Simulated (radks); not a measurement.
The numbers below are computed, except where a source is named.
Os III, 74 electrons, occupied as [Xe] 4f12 5d8 (not the ground configuration).

Code: a radial shooting solver on a logarithmic mesh with Libxc functionals. Model: Dirac Kohn-Sham, PBEsol, spin-unpolarised, spherical densities, finite nucleus; open shells fill j = l - 1/2 first; Fermi nuclear charge, rms radius 5.4126 fm.

Energy parts (eV):
part                       energy
total                  -469907.11
kinetic                 533130.25
electron-nucleus      -1174698.48
Hartree                 180750.77
exchange-correlation     -9089.64

Orbitals (lengths in bohr, moments of r in powers of bohr; <r^-3> diverges for s and p1/2; r(max) is where P^2 peaks):
orbital  occ.  eigenvalue (eV)  <r^-3>   r(max)   <1/r>
1s1/2       2        -73747.80       -  0.01103   90.38
2s1/2       2        -12869.96       -  0.06363   22.08
2p1/2       2        -12327.26       -  0.04711   22.05
2p3/2       4        -10797.31   17900  0.05416   18.31
3s1/2       2        -3029.655       -   0.1791   8.106
3p1/2       2        -2786.100       -   0.1675   8.023
3p3/2       4        -2452.597    4093   0.1819   7.052
3d3/2       4        -2042.999   710.5   0.1421   6.948
3d5/2       6        -1970.782   598.4   0.1461   6.721
4s1/2       2        -670.8027       -   0.4047   3.434
4p1/2       2        -568.3858       -   0.4036   3.327
4p3/2       4        -488.9068   978.2   0.4334   2.990
4d3/2       4        -320.3498   151.3   0.4277   2.788
4d5/2       6        -305.4762   124.9   0.4369   2.709
5s1/2       2        -116.9125       -   0.8980   1.392
4f5/2       6         -91.5718   25.17   0.3970   2.329
4f7/2       6         -88.5586   24.02   0.4014   2.298
5p1/2       2         -84.0921       -   0.9512   1.270
5p3/2       4         -70.5805   163.4    1.028   1.146
5d3/2       4         -26.6107   14.67    1.252  0.8450
5d5/2       4         -25.2123   11.74    1.288  0.8158

The highest occupied level is 5d5/2 at -25.212 eV. Summed over all electrons, <r^2> = 43.38 bohr^2, which gives a Langevin (diamagnetic) susceptibility term of -34.4 x 10^-6 cm^3/mol.
